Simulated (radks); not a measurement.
Q: All-electron atom: Br III in [Ar] 3d10 4s2 4p3. All-electron calculation, scalar-relativistic Kohn-Sham, PBE, spin-unpolarised, spherical densities, point nucleus. Program: a radial shooting solver on a logarithmic mesh with Libxc functionals. Some entries of the table are withheld. Estimate them.

| orbital | occ. | eigenvalue (eV) | <1/r> (bohr^-1) |
|---|---|---|---|
| 1s | 2 | -13342.71 | (1) |
| 2s | 2 | -1757.413 | 7.897 |
| 2p | 6 | -1552.905 | 7.729 |
| 3s | 2 | -262.1960 | 2.594 |
| 3p | 6 | -197.6057 | 2.441 |
| 3d | 10 | (2) | 2.155 |
| 4s | 2 | -41.8385 | 0.8345 |
| 4p | 3 | -28.2258 | 0.7067 |

A: 
(1) 1s <1/r> (bohr^-1): 35.66
(2) 3d eigenvalue (eV): -90.7871
